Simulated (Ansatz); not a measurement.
## Ansatz (development build ahead of 0.2.0) run

```yaml
crystal:
  periodic: [false, false, false]
  atoms:
    - { symbol: C, position_ang: [1.4, 0.0, 0.0] }
    - { symbol: C, position_ang: [0.7, 1.21244, 0.0] }
    - { symbol: C, position_ang: [-0.7, 1.21244, 0.0] }
    - { symbol: C, position_ang: [-1.4, 0.0, 0.0] }
    - { symbol: C, position_ang: [-0.7, -1.21244, 0.0] }
    - { symbol: C, position_ang: [0.7, -1.21244, 0.0] }
    - { symbol: O, position_ang: [2.65, 0.0, 0.0] }
    - { symbol: H, position_ang: [1.2425, 2.15207, 0.0] }
    - { symbol: H, position_ang: [-1.2425, 2.15207, 0.0] }
    - { symbol: H, position_ang: [-2.485, 0.0, 0.0] }
    - { symbol: H, position_ang: [-1.2425, -2.15207, 0.0] }
    - { symbol: H, position_ang: [1.2425, -2.15207, 0.0] }
basis:
  gaussian: { orbitals: def2-TZVP }
magnetization:
  spin_polarized: true
  initial_magnetization: 1
hamiltonian:
  xc: hf
```

The input is written out in the form of the current development build from the run's settings.

Results

```yaml
Converged: yes
Total_energy: -305.08187 hartree
Spin_squared_of_the_determinant: 1.363
Stability_test: minimum
```

Caution: the unrestricted determinant is spin contaminated.
